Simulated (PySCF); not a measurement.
HfI₃, SMILES [I][Hf+]([I])[I], charge +1, multiplicity 1. Heavy atoms are numbered as in [Hf+:1]([I:2])([I:3])[I:4].

Geometry optimised at B3LYP-D3(BJ)/def2-SVP. The multiplicity is an assumed one; no other spin state was optimised. The isomer is the one that the SMILES or the coordinates give; other isomers of the formula were not compared. The def2 effective core potentials stand for the cores of Hf, I; spin–orbit coupling is left out.

Level of theory: PBE/def2-TZVP (PySCF).

ESP charges are fitted to the potential on shells at 1.4 to 2.0 van der Waals radii. Atomic charges (e), one atom of each kind:

```
atom  Löwdin  Mulliken  ESP fit
----  ------  --------  -------
Hf1        …      0.88     0.90
I2         …      0.04     0.03
```

### Question
Complete the blanks. (An estimate is asked for; the answer gives what the named calculation found.)

### Answer

- Hf1, Löwdin: -0.21
- I2, Löwdin: 0.40
